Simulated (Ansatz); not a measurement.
A made-up structure of HSeO2, doublet:

O1  (-0.667, 0.280, 0.773)
Se2  (0.862, 0.202, 1.313)
O3  (-0.565, -0.154, -0.953)
H4  (0.370, -0.329, -1.133)
(Å)

It is relaxed with PBE-D4/def2-SVP and then PBE0-D4/def2-TZVP (Ansatz 0.2.0). Atoms count as bonded within 1.22 times the sum of their covalent radii (H–H: 0.88 Å). The end point is not checked to be a true minimum.

(1) Does its bonding change? (Judge from chemistry; the calculation decides.)

Answers

(1) The calculation gives: Yes. Formed: O1–O3; broken: none.

Where it ends: The first stage lowers the energy by 0.79 eV in 9 steps. It ends as HSeO₂ ([OH][O][Se]):
```
4
angstrom
O -0.6428 0.2173 0.5261
Se 0.9049 0.2048 1.3481
O -0.6035 -0.1264 -0.8575
H 0.3414 -0.2957 -1.0166
```

Labels in which every atom is bracketed show which atoms are joined, not bond orders.

For scale, one of the runs: PBE0-D4/def2-TZVP relaxation, 116 basis functions, launched by `ansatz run in.yaml --threads 2 --pin off --events-out ev --progress --plain --max-ram 4352MiB`. Hardware: 2 CPU threads of an Arm Neoverse V2, shared host. Wall time about 19 s.
